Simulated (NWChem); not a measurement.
System: C$_{4}$H$_{8}$; SMILES C=CCC

Excerpt of the output:

```
             Northwest Computational Chemistry Package (NWChem) 7.3.0
             --------------------------------------------------------

                             Geometry "geometry" -> ""
                             -------------------------

 Output coordinates in angstroms (scale by  1.889725989 to convert to a.u.)

  No.       Tag          Charge          X              Y              Z
 ---- ---------------- ---------- -------------- -------------- --------------
    1 C                    6.0000     0.04729100     1.86457100    -0.27582600
    2 C                    6.0000     0.19610200     0.72148400     0.39569000
    3 C                    6.0000    -0.57464400    -0.53895400     0.15394800
    4 C                    6.0000     0.31602000    -1.72328000    -0.21006900
    5 H                    1.0000    -0.68973600     1.96236400    -1.08018800
    6 H                    1.0000     0.65186500     2.74615400    -0.04665200
    7 H                    1.0000     0.95239700     0.67420800     1.19148400
    8 H                    1.0000    -1.14475600    -0.78816800     1.06767100
    9 H                    1.0000    -1.32043300    -0.36646300    -0.63968400
   10 H                    1.0000     0.88024000    -1.52596500    -1.13463400
   11 H                    1.0000    -0.27773800    -2.63721900    -0.36410400
   12 H                    1.0000     1.04900200    -1.93393100     0.58519400

 Effective nuclear repulsion energy (a.u.)     116.9051687205

                                 NWChem DFT Module
                                 -----------------

 Summary of "ao basis" -> "ao basis" (spherical)
 ------------------------------------------------------------------------------
       Tag                 Description            Shells   Functions and Types
 ---------------- ------------------------------  ------  ---------------------
 C                          def2-svp                 6       14   3s2p1d
 H                          def2-svp                 3        5   2s1p

 in cosmo_initialize ...
 calling solv_data for solv:hexane

 solvent parameters
 solvname_short: hexane
 solvname_long:  n-hexane
 dielec:        1.8819
 dielecinf:     1.8903
 nonaqueous SMD model solvent descriptors
 dielec:        1.8819
 sola:          0.0000
 solb:          0.0000
 solc:          0.0000
 solg:         25.7500
 solh:          0.0000
 soln:          1.3749

[...]

                                COSMO-SMD solvation results
                                ---------------------------

             internal energy in gas <Psi(g)|H|Psi(g)> =      -156.906100451202
         internal energy in solvent <Psi(s)|H|Psi(s)> =      -156.906039391121
                               delta internal energy  =         0.000061060082 (    0.04 kcal/mol)
   total free energy in solvent <Psi(s)|H+V/2|Psi(s)> =      -156.907473124137
 polarization energy contribution <Psi(s)|V/2|Psi(s)> =        -0.001433733016 (   -0.90 kcal/mol)
    total free energy in solvent including G(SMD-CDS) =      -156.910463058846
                       G(SMD-CDS) energy contribution =        -0.002989934709 (   -1.88 kcal/mol)
     1 M fixed-concentration free energy of solvation =        -0.004362607644 (   -2.74 kcal/mol)

                       DFT Final Molecular Orbital Analysis
                       ------------------------------------

 Vector   14  Occ=2.000000D+00  E=-3.495637D-01
              MO Center= -1.3D-01, -8.1D-01, -3.7D-02, r^2= 3.0D+00
   Bfn.  Coefficient  Atom+Function         Bfn.  Coefficient  Atom+Function
  ----- ------------  ---------------      ----- ------------  ---------------
    34      0.253410   3 C  pz               72      0.239871   8 H  s
    82      0.233527  10 H  s                77     -0.230888   9 H  s
    48     -0.225706   4 C  pz               92     -0.196731  12 H  s
    33     -0.190108   3 C  py               47      0.185289   4 C  py
    19      0.147364   2 C  py                5     -0.129076   1 C  py

 Vector   15  Occ=2.000000D+00  E=-3.425165D-01
              MO Center= -2.8D-02,  1.5D-01,  7.1D-02, r^2= 3.7D+00
   Bfn.  Coefficient  Atom+Function         Bfn.  Coefficient  Atom+Function
  ----- ------------  ---------------      ----- ------------  ---------------
    67      0.238052   7 H  s                32     -0.223352   3 C  px
    18      0.219705   2 C  px               77      0.199044   9 H  s
    62     -0.178926   6 H  s                57      0.176305   5 H  s
    87     -0.174751  11 H  s                33     -0.168556   3 C  py
    19      0.158391   2 C  py               20      0.147025   2 C  pz

 Vector   16  Occ=2.000000D+00  E=-2.715369D-01
              MO Center=  5.1D-02,  1.1D+00,  4.9D-02, r^2= 2.2D+00
   Bfn.  Coefficient  Atom+Function         Bfn.  Coefficient  Atom+Function
  ----- ------------  ---------------      ----- ------------  ---------------
     4      0.277956   1 C  px                6     -0.268064   1 C  pz
    18      0.249494   2 C  px               20     -0.246968   2 C  pz
     7      0.203390   1 C  px                9     -0.191151   1 C  pz
    23     -0.174785   2 C  pz               21      0.168682   2 C  px
    72      0.143153   8 H  s                 5     -0.123692   1 C  py

 Vector   17  Occ=0.000000D+00  E= 1.830707D-02
              MO Center=  7.4D-02,  1.0D+00,  6.4D-02, r^2= 2.9D+00
   Bfn.  Coefficient  Atom+Function         Bfn.  Coefficient  Atom+Function
  ----- ------------  ---------------      ----- ------------  ---------------
    23      0.447720   2 C  pz                9     -0.430107   1 C  pz
     7      0.417240   1 C  px               21     -0.385179   2 C  px
    45      0.376389   4 C  s                88     -0.307732  11 H  s
    18     -0.286129   2 C  px               20      0.285276   2 C  pz
     4      0.273102   1 C  px                6     -0.264705   1 C  pz

[...]
```

Level: PBE0/def2-SVP, SMD on the gas-phase geometry. The geometry was optimised at PBE0/def2-SVP. Solvent: n-hexane.

Problem. Reconstruct the input file.

Solution. Several could match; the one computed here: the input that was run:
```
start job
memory heap 200 mb stack 900 mb global 1100 mb
geometry units angstroms noautosym nocenter noautoz
  C      0.047291     1.864571    -0.275826
  C      0.196102     0.721484     0.395690
  C     -0.574644    -0.538954     0.153948
  C      0.316020    -1.723280    -0.210069
  H     -0.689736     1.962364    -1.080188
  H      0.651865     2.746154    -0.046652
  H      0.952397     0.674208     1.191484
  H     -1.144756    -0.788168     1.067671
  H     -1.320433    -0.366463    -0.639684
  H      0.880240    -1.525965    -1.134634
  H     -0.277738    -2.637219    -0.364104
  H      1.049002    -1.933931     0.585194
end
basis spherical
  * library def2-svp
end
dft
  xc pbe0
  iterations 150
end
cosmo
  do_cosmo_smd true
  solvent hexane
end
task dft energy
```
